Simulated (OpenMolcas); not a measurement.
A calculation on N.

| Quantity | Value |
| --- | --- |
| Program | OpenMolcas |
| Method | XMS-RASPT2, IPEA 0.25 Eh, imaginary shift 0.1 Eh (closed shells correlated: 1s) |
| Basis | ANO-RCC-VTZP [4s3p2d1f] |
| Scalar Hamiltonian | DKH2, point nucleus |
| Active space | 5 electrons in 9 orbitals (RAS2 2s 2p; RAS3 3d, at most 2 electrons) |
| State averaging | 2S+1 = 4 odd, 1 root; 2S+1 = 2 odd, 8 roots; 2S+1 = 4 even, 3 roots; 2S+1 = 2 even, 5 roots (0 in the spin-orbit step) |
| Spin-orbit coupling | state interaction with AMFI integrals over the reference wave functions, term energies averaged over their components |

Problem. Which level of the active space comes out lowest?

Solution. 2s² 2p³ ⁴S°_3/2, with 100 % of that term; it is also the measured ground level.

Problem. How high does 2s² 2p³ ²P°_1/2 lie?

Solution. 29790 cm⁻¹ above the lowest level; measured 28839 cm⁻¹ above the ground level, so the calculation is off by +3 %.

Problem. How high does 2s² 2p³ ²D°_3/2 lie?

Solution. 19810 cm⁻¹ above the lowest level; measured 19233 cm⁻¹ above the ground level, so the calculation is off by +3 %.

Problem. How high does 2s² 2p³ ²D°_5/2 lie?

Solution. 19810 cm⁻¹ above the lowest level; measured 19224 cm⁻¹ above the ground level, so the calculation is off by +3 %.

Measured values: NIST Handbook of Basic Atomic Spectroscopic Data.

CASPT2 does not keep the components of a term degenerate, so their means are used; among the terms shown or strongly mixed into the levels shown the widest spread is 45 cm-1 (2s² 2p³ ²D°). Active for correlation alone: 3d; no level in the range computed is led by a configuration that fills it, so any true level of that kind is missing. Computed and measured levels are paired by configuration, term and J; levels that our copy of the source lacks, or whose pairing is in doubt (as where it misses far off the trend of its configuration), stay unpaired and out of the deviations. Levels of configurations outside the active space are missing.

° marks odd parity.
